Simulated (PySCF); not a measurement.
## Lu⁵³⁺ (lutetium, charge +53): Hartree-Fock from Schrödinger to Dirac-Coulomb-Breit

Occupied: 1s1/2, 2s1/2, 2p1/2, 2p3/2, 3s1/2, 3p1/2, 3p3/2. Hartree-Fock calculated with PySCF 2.14 in an even-tempered Gaussian basis (20 s from 6.5 bohr⁻², ratio 2.3; 16 p from 7.8 bohr⁻², ratio 2.3), Gaussian nucleus throughout. NR is non-relativistic, sf-X2C the spin-free one-electron X2C Hamiltonian, X2C adds the bare one-electron spin-orbit term, X2C-SNSO screens it by Boettger's factors, DC is four-component Dirac-Coulomb, and the Gaunt and Breit terms are added at first order (total energies over the DC spinors, levels after relaxing the spinors in that mean field). QED terms are absent. Levels marked empty are virtual spinors of this ion; the basis has s and p functions only, so 3d, which can lie below the n = 4 levels, is absent.

| Hamiltonian | E (hartree) |
| --- | --- |
| NR | -11101.3840 |
| sf-X2C | -11783.3317 |
| X2C | -11798.2923 |
| X2C-SNSO | -11797.4037 |
| DC | -11802.5428 |
| DC+Gaunt | -11787.9846 |
| DC+Breit | -11789.3992 |

```tsv
level (eV)	NR	sf-X2C	X2C	X2C-SNSO	DC	DC+Gaunt	DC+Breit
1s1/2	-62675.9	-67391.6	-67375.1	-67376.1	-67453.9	-67234.7	-67251.1
2s1/2	-13290.0	-14597.3	-14592.4	-14592.7	-14603.4	-14579.1	-14581.0
2p1/2	-12886.1	-13294.7	-14131.1	-14103.7	-14109.6	-14070.2	-14074.0
2p3/2	-12886.1	-13294.7	-12952.4	-12961.6	-12969.9	-12943.1	-12946.9
3s1/2	-5274.7	-5664.8	-5663.4	-5663.4	-5666.0	-5660.3	-5660.9
3p1/2	-5102.3	-5257.8	-5469.1	-5462.2	-5463.7	-5454.1	-5455.3
3p3/2	-5102.3	-5257.8	-5169.9	-5172.3	-5174.2	-5167.5	-5168.7
4s1/2 (empty)	-2722.0	-2875.8	-2875.4	-2875.4	-2876.3	-2874.1	-2874.4
4p1/2 (empty)	-2654.9	-2723.1	-2800.8	-2798.3	-2798.8	-2795.2	-2795.7
4p3/2 (empty)	-2654.9	-2723.1	-2690.6	-2691.5	-2692.1	-2689.6	-2690.2
```

Question: How large are the two-electron picture-change error of X2C and the Breit correction in the total energy?

Answer: X2C-1e lies 4.2505 hartree above Dirac-Coulomb; Gaunt adds 14.5582 and the full Breit term 13.1436 hartree.

```json
{"interval (eV)": "2p3/2 − 2p1/2", "X2C": "1179", "X2C-SNSO": "1142", "DC": "1140", "DC+Gaunt": "1127", "DC+Breit": "1127"}
{"interval (eV)": "3p3/2 − 3p1/2", "X2C": "299.2", "X2C-SNSO": "289.9", "DC": "289.6", "DC+Gaunt": "286.6", "DC+Breit": "286.6"}
{"interval (eV)": "4p3/2 − 4p1/2", "X2C": "110.1", "X2C-SNSO": "106.8", "DC": "106.7", "DC+Gaunt": "105.6", "DC+Breit": "105.6"}
```

Weight of the small component: 1s1/2 0.0711, 2s1/2 0.0163, 2p1/2 0.0163, 2p3/2 0.0149, 3s1/2 0.00613, 3p1/2 0.00603, 3p3/2 0.00568, 4s1/2 0.00297, 4p1/2 0.00294, 4p3/2 0.00280.

Koopmans' value for the highest occupied level at DC+Breit: 5168.7 eV, against an ionisation energy of 5168 ± 5 eV (theoretical estimate listed by NIST; NIST Atomic Spectra Database, ionization energies); the former lacks relaxation, correlation, QED and recoil.

The whole ladder took 110 s of wall time on 1 thread of AMD EPYC 9R45 96-Core Processor (shared host), launched as `OMP_NUM_THREADS=1 python relrun2.py TASK.json OUT` (a driver that calls PySCF for each Hamiltonian).
